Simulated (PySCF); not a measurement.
C₃H₇NSi, SMILES N([SiH3])C=C=C. Atoms are numbered in the order given.

```xyz
12

C     -0.7745     2.4072     0.0000
C      0.1858     1.5127     0.0000
C      1.1489     0.6112     0.0000
N      0.9587    -0.7757     0.0000
Si    -0.6098    -1.5443     0.0000
H     -1.1945     2.7994    -0.9354
H     -1.1945     2.7994     0.9354
H      2.1914     0.9517     0.0000
H      1.8055    -1.3280     0.0000
H     -1.4037    -1.1749     1.2075
H     -0.3353    -3.0093     0.0000
H     -1.4037    -1.1749    -1.2075
```

Geometry optimised at ωB97X-D3(BJ)/def2-SVP. This is a generated structure with no PubChem entry under its InChIKey; it may be hypothetical. Other conformers were not sampled.

Two levels are set side by side: PBE/pcSseg-1 (PySCF) and PBE0/pcSseg-1 (PySCF). GIAO shifts against NH3 (¹⁵N), TMS (²⁹Si), TMS (¹H), TMS (¹³C) at the same level; non-relativistic, no solvent, atoms listed together averaged. Differences are taken from unrounded values.

```json
[
 {"quantity": "δ(¹³C) of C1 (ppm)", "PBE0": "97.5", "PBE": "96.7", "PBE minus PBE0": "-0.7"},
 {"quantity": "δ(¹³C) of C2 (ppm)", "PBE0": "223.5", "PBE": "221.8", "PBE minus PBE0": "-1.7"},
 {"quantity": "δ(¹³C) of C3 (ppm)", "PBE0": "112.7", "PBE": "111.0", "PBE minus PBE0": "-1.7"},
 {"quantity": "δ(¹⁵N) of N4 (ppm)", "PBE0": "36.7", "PBE": "44.3", "PBE minus PBE0": "7.6"},
 {"quantity": "δ(²⁹Si) of Si5 (ppm)", "PBE0": "-57.9", "PBE": "-61.5", "PBE minus PBE0": "-3.6"},
 {"quantity": "δ(¹H) of H6, H7 (ppm)", "PBE0": "6.15", "PBE": "6.20", "PBE minus PBE0": "0.05"},
 {"quantity": "δ(¹H) of H8 (ppm)", "PBE0": "6.75", "PBE": "6.71", "PBE minus PBE0": "-0.05"},
 {"quantity": "δ(¹H) of H9 (ppm)", "PBE0": "1.42", "PBE": "1.43", "PBE minus PBE0": "0.01"}
]
```

Rough cost on one machine, each run with all the roots and properties that it gave: PBE0 against PBE within a factor of 2.
